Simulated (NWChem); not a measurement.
System: C$_{5}$H$_{8}$NO, doublet; SMILES CN1C[CH]CC1=O

Parts of the log:

```
             Northwest Computational Chemistry Package (NWChem) 7.3.0
             --------------------------------------------------------

 CS  symmetry detected

                             Geometry "geometry" -> ""
                             -------------------------

 Output coordinates in angstroms (scale by  1.889725989 to convert to a.u.)

  No.       Tag          Charge          X              Y              Z
 ---- ---------------- ---------- -------------- -------------- --------------
    1 C                    6.0000     1.11250255    -1.77717111     0.00000000
    2 N                    7.0000     0.52360887    -0.45787033     0.00000000
    3 C                    6.0000     1.32446300     0.75693740     0.00000000
    4 C                    6.0000     0.29436551     1.84478658     0.00000000
    5 C                    6.0000    -1.07658408     1.26445757     0.00000000
    6 C                    6.0000    -0.83526503    -0.25150282     0.00000000
    7 O                    8.0000    -1.68728761    -1.12609031     0.00000000
    8 H                    1.0000     0.29565654    -2.50169564     0.00000000
    9 H                    1.0000     1.73593629    -1.93285005    -0.89068100
   10 H                    1.0000     1.73593629    -1.93285005     0.89068100
   11 H                    1.0000     1.98942354     0.79114403    -0.88284000
   12 H                    1.0000     1.98942354     0.79114403     0.88284000
   13 H                    1.0000     0.53819710     2.89922597     0.00000000
   14 H                    1.0000    -1.68421310     1.53732536    -0.87717100
   15 H                    1.0000    -1.68421310     1.53732536     0.87717100

 Effective nuclear repulsion energy (a.u.)     303.8599543126

      Symmetry information
      --------------------

 Group name             Cs
 Group number              2
 Group order               2
 No. of unique centers    12

  pbe96 is a nonlocal functional; adding pw91lda local functional.

                                 NWChem DFT Module
                                 -----------------

 Summary of "ao basis" -> "ao basis" (spherical)
 ------------------------------------------------------------------------------
       Tag                 Description            Shells   Functions and Types
 ---------------- ------------------------------  ------  ---------------------
 C                           6-31g*                  6       14   3s2p1d
 N                           6-31g*                  6       14   3s2p1d
 O                           6-31g*                  6       14   3s2p1d
 H                           6-31g*                  2        2   2s

      Symmetry analysis of basis
      --------------------------

        a'         80
        a"         34

            General Information
            -------------------
          SCF calculation type: DFT
          Wavefunction type:  spin polarized.
          No. of atoms     :    15
          No. of electrons :    53
           Alpha electrons :    27
            Beta electrons :    26
          Charge           :     0
          Spin multiplicity:     2
          Use of symmetry is: on ; symmetry adaption is: on
          Maximum number of iterations: 150
          AO basis - number of functions:   114
                     number of shells:    58
          Convergence on energy requested:  1.00D-06
          Convergence on density requested:  1.00D-05
          Convergence on gradient requested:  5.00D-04

              XC Information
              --------------
          PerdewBurkeErnzerhof Exchange Functional  1.000
            Perdew 1991 LDA Correlation Functional  1.000 local
           PerdewBurkeErnz. Correlation Functional  1.000 non-local

             Grid Information
             ----------------
          Grid used for XC integration:  medium
          Radial quadrature: Mura-Knowles
          Angular quadrature: Lebedev.
          Tag              B.-S. Rad. Rad. Pts. Rad. Cut. Ang. Pts.
          ---              ---------- --------- --------- ---------
          C                   0.70       49          11.0       434
          N                   0.65       49           9.0       434
          O                   0.60       49          11.0       434
          H                   0.35       45          12.0       434
          Grid pruning is: on
          Number of quadrature shells:   568
          Spatial weights used:  Erf1

      Superposition of Atomic Density Guess
      -------------------------------------

 Sum of atomic energies:        -321.33522153

      Non-variational initial energy
      ------------------------------

 Total energy =    -325.764288
 1-e energy   =   -1037.237177
 2-e energy   =     407.612935
 HOMO         =      -0.102342
 LUMO         =       0.065331

   Symmetry analysis of molecular orbitals - initial alpha
   -------------------------------------------------------

  Numbering of irreducible representations:

     1 a'          2 a"

  Orbital symmetries:

     1 a'          2 a'          3 a'          4 a'          5 a'
     6 a'          7 a'          8 a'          9 a'         10 a'
    11 a'         12 a'         13 a'         14 a'         15 a'
    16 a"         17 a'         18 a"         19 a'         20 a"
    21 a'         22 a"         23 a'         24 a'         25 a'
    26 a"         27 a"         28 a"         29 a'         30 a'
    31 a'         32 a'         33 a'         34 a'         35 a"
    36 a"         37 a'

   Symmetry analysis of molecular orbitals - initial beta
   ------------------------------------------------------

  Numbering of irreducible representations:

     1 a'          2 a"

  Orbital symmetries:

[...]
```

Level: PBE/6-31G* (spherical d), spin-unrestricted. In the optimisation the excess spin sits in a" (Cs, its own frame). The geometry was optimised at B3LYP/6-31G* (spherical d), spin-unrestricted. No stability test was run on the SCF state.

**Question.** Which NWChem input produces such a log?

**Answer.** This is not unique; one that fits is the input that was run:
```
start job
memory heap 200 mb stack 900 mb global 1100 mb
geometry units angstroms noautoz
  C      1.092208    -1.788302     0.000000
  N      0.517932    -0.462573     0.000000
  C      1.332164     0.743309     0.000000
  C      0.314153     1.842477     0.000000
  C     -1.063127     1.277336     0.000000
  C     -0.838578    -0.241199     0.000000
  O     -1.700215    -1.106316     0.000000
  H      0.267404    -2.503754     0.000000
  H      1.713883    -1.950862    -0.890681
  H      1.713883    -1.950862     0.890681
  H      1.997462     0.770164    -0.882840
  H      1.997462     0.770164     0.882840
  H      0.569624     2.894157     0.000000
  H     -1.667703     1.556903    -0.877171
  H     -1.667703     1.556903     0.877171
end
basis spherical
  * library 6-31g*
end
dft
  odft
  mult 2
  xc xpbe96 cpbe96
  iterations 150
  mulliken
end
task dft energy
```
